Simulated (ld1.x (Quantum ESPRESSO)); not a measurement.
Configuration tests for Zn (TM)

```
Element                 : zinc (Zn)
Generator               : ld1.x (Quantum ESPRESSO) 7.5
Type                    : norm-conserving Troullier–Martins (Kleinman–Bylander form)
Functional              : PBE
Relativity              : scalar-relativistic
Frozen core             : [Ne]
Valence charge          : 20
Reference configuration : 3s2 3p6 3d10 4s2 4p0
Partial waves           : 3s (bound): rc 0.70 bohr; 3p (bound): rc 0.60 bohr; 4f channel at 0.05 Ry: rc 1.30 bohr; 3d (bound): rc 1.20 bohr
Local potential         : the d channel
Core correction         : none
```

Occupied shells without a wave of their own: 4s. They enter only through the test configuration that unscreens the potential.

Energies are relative to the spin-unpolarised reference configuration 3s2 3p6 3d10 4s2 4p0; without spin polarisation the order of configurations can differ from experiment.

Task: Give the all-electron excitation energy and the error of the potential for: 3s2 3p6 3d10 4s1 4p0; 3s2 3p6 3d10 4s0 4p0; 3s2 3p6 3d9 4s0 4p0; 3s2 3p6 3d10 4s0 4p1; 3s2 3p6 3d9 4s2 4p0; 3s2 3p6 3d10 4s1.5 4p0; 3s2 3p6 3d9 4s2 4p1.

Result:

| valence configuration | charge | ΔE all-electron (eV) | error AE − PS (meV) |
| --- | --- | --- | --- |
| 3s2 3p6 3d10 4s1 4p0 | +1 | 9.888 | +297 |
| 3s2 3p6 3d10 4s0 4p0 | +2 | 28.331 | +737 |
| 3s2 3p6 3d9 4s0 4p0 | +3 | 68.865 | +953 |
| 3s2 3p6 3d10 4s0 4p1 | +1 | 16.212 | +423 |
| 3s2 3p6 3d9 4s2 4p0 | +1 | 17.901 | +19 |
| 3s2 3p6 3d10 4s1.5 4p0 | +0.5 | 3.941 | +131 |
| 3s2 3p6 3d9 4s2 4p1 | 0 | 12.244 | -174 |

The 4s level has no wave, so the channel is fitted at the deeper level alone: the likely source of the large errors.
